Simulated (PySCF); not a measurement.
A calculated (UHF, PySCF 2.14, aug-cc-pV(D+d)Z, no relativity, point nucleus) atom or ion has these occupied shells.

| shell | electrons | orbital energy (eV) | rms radius, mean of both spins (bohr) |
| --- | --- | --- | --- |
| 1s α | 1 | -2901.6 | 0.106 |
| 1s β | 1 | -2900.7 | 0.106 |
| 2s α | 1 | -334.16 | 0.480 |
| 2s β | 1 | -333.35 | 0.480 |
| 2p α | 3 | -265.40 | 0.451 |
| 2p β | 3 | -263.96 | 0.451 |
| 3s α | 1 | -69.312 | 1.51 |
| 3s β | 1 | -61.659 | 1.51 |
| 3p α | 2 | -53.013 | 1.64 |

Task: Name the element and its charge.

Result: Cl³⁺ (chlorine, charge +3), in [Ne] 3s2 3p2, high-spin 3P determinant.
